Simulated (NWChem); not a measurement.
Molecule: BSiH$_{4}$O$_{2}$F; SMILES O(B(F)O)[SiH3]

```xyz
9

B      0.0230    -0.9600     0.0000
F      0.7554    -2.0755     0.0000
O     -1.3310    -1.0388     0.0000
H     -1.6545    -1.9450     0.0000
O      0.6521     0.2331     0.0000
Si     0.0381     1.7938     0.0000
H     -0.7864     2.0243    -1.2208
H      1.2108     2.7088     0.0000
H     -0.7864     2.0243     1.2208
```
Atoms are numbered in this order, from 1.

All runs use the structure optimised with PBE0/def2-SVP.

Symmetry labels are those of Cs in the frame above (b1 and b2, or b-type labels, depend on it).

List the 6 lowest vertical singlet excitations from B3LYP/6-31+G* (spherical d), TDA (NWChem).


```tsv
state	energy (eV)	oscillator strength	symmetry	leading excitation (squared amplitude)
S1	7.43	0.003	a"	HOMO → LUMO (0.93)
S2	7.64	0.007	a'	HOMO−1 → LUMO (0.90)
S3	8.13	0.030	a"	HOMO → LUMO+1 (0.81)
S4	8.36	0.025	a'	HOMO−1 → LUMO+1 (0.91)
S5	8.39	0.011	a"	HOMO−2 → LUMO (0.69)
S6	8.62	0.039	a"	HOMO → LUMO+2 (0.82)
```
